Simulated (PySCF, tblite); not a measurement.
Species: C8H9P.
SMILES with atom numbers: `[CH2:1]=[CH:2][c:3]1[cH:4][cH:5][p:6][cH:7][c:8]1[CH3:9]` (hydrogens: H10, H11 on C1; H12 on C2; H13 on C4; H14 on C5; H15 on C7; H16, H17, H18 on C9)

The geometry is computed with GFN2-xTB (gas phase).

(1) List the bond lengths, angles and torsions at this level.

Results:

(1) 
```csv
bond,length (bohr)
C1=C2,2.506
C2–C3,2.766
C3–C4,2.637
C4–C5,2.599
C5–P6,3.274
P6–C7,3.274
C7–C8,2.609
C8–C9,2.840
C3–C8,2.654
C1–H10,2.036
C1–H11,2.035
C2–H12,2.045
C4–H13,2.046
C5–H14,2.047
C7–H15,2.049
"C9–H16, C9–H17, C9–H18",2.058
```

Bonds in one row agree within 0.02 bohr and their mean is given. A selection of angles:
```csv
angle,degrees
C2–C1–H10,122.1
C2–C1–H11,121.7
H10–C1–H11,116.1
C1–C2–C3,124.6
C1–C2–H12,119.4
C3–C2–H12,116.0
C2–C3–C4,118.7
C2–C3–C8,119.9
C4–C3–C8,121.4
C3–C4–C5,125.0
C3–C4–H13,117.1
C5–C4–H13,117.9
C4–C5–P6,124.9
C4–C5–H14,118.4
P6–C5–H14,116.7
C5–P6–C7,99.4
P6–C7–C8,127.2
P6–C7–H15,115.3
C8–C7–H15,117.4
C7–C8–C9,118.4
C3–C8–C7,122.0
C3–C8–C9,119.6
C8–C9–H16,110.7
C8–C9–H18,110.4
H16–C9–H17,108.7
H16–C9–H18,108.2
```

Torsions: C1–C2–C3–C4 -37° (synclinal). The mirror-image conformer, all signs reversed, is as good.

Of the pairs four or more bonds apart, C9···H12 is among the closest relative to their van der Waals radii: 2.62 Å, 90 % of the sum of Bondi's values. The 6-membered ring C3–C4–C5–P6–C7–C8 has internal angles of 99.4° to 127.2°; it is planar, 0.00 Å rms from its mean plane, widest ring torsion 0°. P6 (phosphorus bonded to 2 C) is bent (angle 99.4°). The C–C distances run from 1.326 Å (C1=C2, drawn double) to 1.503 Å (C8–C9, drawn single), a spread of 0.177 Å.

Point group: C1 (no symmetry element, even within 0.4 Å). Its GFN2-xTB frequencies are all real (lowest 86 cm⁻¹). The numbers are those of one conformer. 2 starts were optimised and ended at 0.00 and 0.71 kcal/mol (GFN2-xTB); the lowest of these is shown.
